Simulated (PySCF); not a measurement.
Isomers of C6H10N2Si and their computed core-level spectra.

Computed, not measured: PySCF 2.14.0, delta-SCF UKS SCAN, pcX-2 on the ionised atom, pcseg-1 elsewhere, spin-free X2C. Geometries: PBE0-D3(BJ)/def2-SVP; isolated species, one conformer each.

Line lists (1s up to Mg, 2p3/2 beyond; areas count atoms within a level, one atom standing for each set equivalent by bonding):
1. C 1s: 289.91 (area 1), 290.52 (area 1), 290.53 (area 1), 290.67 (area 2), 291.88 (area 1) eV; N 1s: 404.73 (area 1), 406.64 (area 1) eV; Si 2p3/2: 106.87 eV
2. C 1s: 290.60 (area 1), 290.66 (area 1), 290.85 (area 1), 291.05 (area 1), 291.30 (area 1), 291.45 (area 1) eV; N 1s: 405.11 (area 1), 405.27 (area 1) eV; Si 2p3/2: 107.05 eV
3. C 1s: 289.59 (area 1), 289.69 (area 2), 289.98 (area 2), 291.11 (area 1) eV; N 1s: 405.34 (area 1), 405.97 (area 1) eV; Si 2p3/2: 107.05 eV

Structures:
A. `CCc1nnccc1[SiH3]`
B. `[SiH3]NNc1ccccc1`
C. `[SiH3]c1ccnn1C1CC1`

Question: Which list belongs to which compound?

Answer: 
- 1 = C: no other candidate has these counts of sites. C 1s: 289.91 aromatic CH carbon, 290.52 aromatic CH next to a ring nitrogen, 290.53 substituted aromatic carbon, 290.67 three-membered-ring carbon (×2), 291.88 sp3 carbon bound to nitrogen; N 1s: 404.73 pyridine-type nitrogen, 406.64 pyrrole-type nitrogen; Si 2p3/2: 106.87 SiH3 silicon.
- 2 = A: no other candidate has these counts of sites. C 1s: 290.60 substituted aromatic carbon, 290.66 methyl carbon, 290.85 benzylic-type carbon, 291.05 aromatic CH carbon, 291.30 aromatic CH next to a ring nitrogen, 291.45 substituted aromatic carbon; N 1s: 405.11 pyridine-type nitrogen, 405.27 pyridine-type nitrogen; Si 2p3/2: 107.05 SiH3 silicon.
- 3 = B: no other candidate has these counts of sites. C 1s: 289.59 aromatic CH carbon, 289.69 aromatic CH carbon (×2), 289.98 aromatic CH carbon (×2), 291.11 aromatic carbon bearing nitrogen; N 1s: 405.34 hydrazine nitrogen, 405.97 hydrazine nitrogen; Si 2p3/2: 107.05 SiH3 silicon.

The 2p values add to the ΔSCF energy of one spin-free hole a correction within the shell (spin–orbit coupling, ligand field). 1 of these hole states is spin-contaminated (⟨S²⟩ 0.89, against 0.75; counted from 0.85) and less certain.
